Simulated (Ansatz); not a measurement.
Relaxation of BCl2H4P (8 atoms, charge 0, multiplicity 1), to a largest force component of 0.03 eV/Å in at most 50 steps.

Computed with RKS LDA/def2-SVP in Ansatz 0.2.0.

```xyz
8
Properties=species:S:1:pos:R:3:forces:R:3
B -0.019 -0.598 -0.255 -0.06 -0.11 0.08
Cl -0.087 0.549 2.581 -0.22 -0.83 -0.01
H 1.021 0.026 -0.278 0.02 0.00 0.00
Cl -1.447 0.126 -0.937 0.03 -0.01 0.01
P -0.125 -2.329 0.533 0.01 0.23 0.06
H -0.983 -2.990 -0.406 0.00 0.00 0.00
H 1.130 -2.866 0.095 0.00 -0.01 -0.01
H -0.404 -0.757 2.605 0.23 0.73 -0.14
```

Where does it end, and by what steps?

The run converged. After 7 steps the energy has fallen by 0.050 eV; H8 moved furthest, 0.32 Å.

| step | energy less start (eV) | largest force component (eV/Å) | accepted |
| --- | --- | --- | --- |
| 0 | 0.0000 | 0.828 | yes |
| 1 | -0.0386 | 0.351 | yes |
| 2 | -0.0272 | 0.725 | no |
| 3 | -0.0463 | 0.175 | yes |
| 4 | -0.0427 | 0.409 | no |
| 5 | -0.0488 | 0.070 | yes |
| 6 | -0.0488 | 0.131 | yes |
| 7 | -0.0500 | 0.022 | yes |

```xyz
8
Properties=species:S:1:pos:R:3
B -0.008 -0.559 -0.242
Cl -0.219 0.447 2.595
H 1.042 0.052 -0.271
Cl -1.423 0.144 -0.961
P -0.103 -2.262 0.595
H -1.045 -2.952 -0.236
H 1.112 -2.855 0.121
H -0.272 -0.854 2.336
```

Whether the end is a true minimum wasn't checked by a vibrational analysis.

The run took 5.4 s on 2 threads of Intel(R) Xeon(R) 6975P-C (Granite Rapids), with other jobs on the host, peak memory 0.14 GiB.
